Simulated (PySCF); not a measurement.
# CuI: mean field, correlation and small terms against distance

State: ¹Σ⁺, singlet, closed shell. RHF-based CCSD(T) in PySCF 2.14 with Cu cc-pVTZ-PP with ECP10, I cc-pVTZ-PP with ECP28 and Cu cc-pVQZ-PP with ECP10, I cc-pVQZ-PP with ECP28 (frozen core orbitals: 13; scalar-relativistic core potentials). Correlation energies are extrapolated as n⁻³ (n = 3, 4), Hartree–Fock as (n+1)·exp(−9√n). All energies in eV from Cu (3d10 4s1) + I.

| R (Å) | HF/CBS | CCSD corr. | (T) | total |
| --- | --- | --- | --- | --- |
| 2.0811 | -1.107 | -1.269 | -0.1689 | -2.546 |
| 2.1757 | -1.600 | -1.160 | -0.1553 | -2.915 |
| 2.2703 | -1.885 | -1.057 | -0.1409 | -3.084 |
| 2.3649 | -2.026 | -0.964 | -0.1269 | -3.116 |
| 2.4595 | -2.064 | -0.880 | -0.1141 | -3.058 |
| 2.5778 | -2.014 | -0.790 | -0.1004 | -2.904 |
| 2.6960 | -1.893 | -0.714 | -0.0895 | -2.697 |

A fit to the total gives Re = 2.3460 Å, De = 3.118 eV, ωe = 265.5 cm⁻¹, Be = 0.07281 cm⁻¹ (masses 62.9296 and 126.9045 u).

**Question.** At R = 2.3649 Å the CCSD correlation energy is -0.605470 hartree in the smaller basis and -0.661352 in the larger. Extrapolate it.

**Answer.** (4³·E4 − 3³·E3)/(4³ − 3³) = -0.70213 hartree; the larger basis holds 94.2 % of it.

The T1 diagnostic is 0.027, large enough to doubt a single reference. The open-shell atoms are computed with UHF. Spin–orbit coupling, excitations beyond (T) and corrections to the Born–Oppenheimer picture are left out, and spin–orbit coupling matters for open p, d or f shells this heavy.
